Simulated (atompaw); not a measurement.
## Te (Z = 52): one change to a PAW (atompaw) potential, before and after

atompaw 4.2.0.5 input, output lines left out:

```
Te 52
LDA-PW scalarrelativistic loggrid 1500 logderivrange -5 5 251
5 5 4 0 0 0
5 0 1
5 1 5
0 0 0
c
c
c
c
v
c
c
c
v
c
v
2
2.00 1.75 1.80 1.35
y
0.2
n
y
1.35
n
y
0.15
n
custom polynom vanderbiltortho sinc
bessel
2.00
2.00
1.90
2.00
1.80
1.80
```

All-electron outer shells of the reference configuration (LDA (PW92), scalar-relativistic, ld1.x):

```
shell  level (eV)  outermost node (bohr)  outermost maximum (bohr)
   4s     -165.39                   0.38                      0.70
   4p     -115.58                   0.38                      0.74
   4d      -43.03                   0.36                      0.81
   5s      -16.12                   0.91                      1.77
   5p       -6.65                   1.00                      2.14
```

Change: all radii scaled by about 1.30 (s 2.60, p 2.48, d 2.34 bohr); local potential bessel scheme, radius 2.34 bohr; augmentation sinc compensation charge, radius 2.28 bohr; PAW radius 2.60 bohr; waves and projectors: custom polynom vanderbiltortho; core correction smooth core density matched at 1.76 bohr.

Cutoffs: the cutoffs (Ry, on a coarse ladder) from which the occupation-weighted sum of valence levels, in a spherical-Bessel basis at the reference potential, stays within 10 and 1 mRy of its value at 400 Ry; they do not see the model core or the augmentation charge, which bear on the density cutoff.

Question: What does the change do?

Answer: The potential gets softer (50 Ry and 80 Ry → 25 Ry and 35 Ry); neither file shows a bound ghost. A larger radius leaves more room for a smooth pseudo-wave, so fewer plane waves are needed.

```tsv
quantity	base	changed
cutoff, loose	50 Ry	25 Ry
cutoff, tight	80 Ry	35 Ry
loose cutoff by channel (10 mRy a level)	s 10 Ry, p 12 Ry, d 30 Ry	s 6 Ry, p 6 Ry, d 15 Ry
bound ghosts	none	none
lowest overlap eigenvalue by channel	s 0.19, p 0.23, d 0.88	s 0.28, p 0.38, d 0.95
```

 The cutoffs see the waves, projectors and local potential, not the compensation charge or the core.
